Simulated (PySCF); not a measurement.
## Ar(2+): excitation energy

Ar(2+) [Ne] 3s2 3p4 (3P) → Ar(2+) [Ne] 3s1 3p4 4s1 (5P), as a difference of total energies. All numbers are calculated (PySCF 2.14, the non-relativistic Hamiltonian (point nucleus), in dyall-av3z (19s12p3d2f, 84 functions)). Correlated levels: valence: [Ne] frozen; virtual orbitals above 40 to 60 times the deepest correlated orbital energy dropped. The calculations carry no spin-orbit coupling.

```csv
method,excitation energy (eV)
UHF,36.068
MP2 (valence),36.170
SCS-MP2 (valence),36.378
CCSD (valence),36.278
CCSD(T) (valence),35.649
```

Problem. How much does correlation contribute at CCSD(T) (valence)?

Solution. 35.649 − (36.068) = -0.419 eV, measured against UHF.

A first-order spin-orbit estimate (lowest level to lowest level, LS coupling) adds -0.007 eV.

The promoted electron is Rydberg-like, and one or two diffuse shells describe it only roughly, which tends to raise the upper state.

The coupled-cluster amplitudes are large for the upper state (T1 above 0.03 or a double amplitude above 0.15), so a single reference is strained.
